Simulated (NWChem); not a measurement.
Species: C₃H₂F₃, doublet; SMILES F/C=C/[C](F)F

```xyz
8

F     -0.1733    -2.6425     0.0000
C      0.3512    -1.4221     0.0000
C     -0.4904    -0.3210     0.0000
C     -0.0694     0.9807     0.0000
F     -0.8742     2.0141     0.0000
F      1.1935     1.3415     0.0000
H      1.4422    -1.3966     0.0000
H     -1.5698    -0.4872     0.0000
```
Atoms are numbered in this order, from 1.

Results from NWChem. Pople sets run with spherical d functions. Spin-unrestricted. In the optimisation the excess spin sits in a" (Cs, its own frame). Structure relaxed at the PBE0/def2-SVP, spin-unrestricted level. No stability test was run on the SCF state. Solvent water, SMD (1 M gas to 1 M solution), gas-phase geometry. Reactions with the solvent are ignored.

Task: Taking B3LYP/6-311++G** as the yardstick, which of these has the fewest basis functions while keeping “dipole in solution (D)” within 0.05 D of it: B3LYP/3-21G; B3LYP/STO-3G; B3LYP/6-31+G*; B3LYP/6-31G*; B3LYP/6-311G**?

Result: B3LYP/6-31+G* (a larger set in the list lies outside the tolerance).
```
level             basis functions  dipole in solution (D)  relative time (rough)
----------------  ---------------  ----------------------  ---------------------
B3LYP/STO-3G                   32                    0.41                      1
B3LYP/3-21G                    58                    0.08                      1
B3LYP/6-31G*                   88                    0.14                      4
B3LYP/6-31+G*                 112                    0.05                      7
B3LYP/6-311G**                120                    0.13                      6
B3LYP/6-311++G**              146                    0.01                     10
```

The yardstick is one finite set, not the basis-set limit.
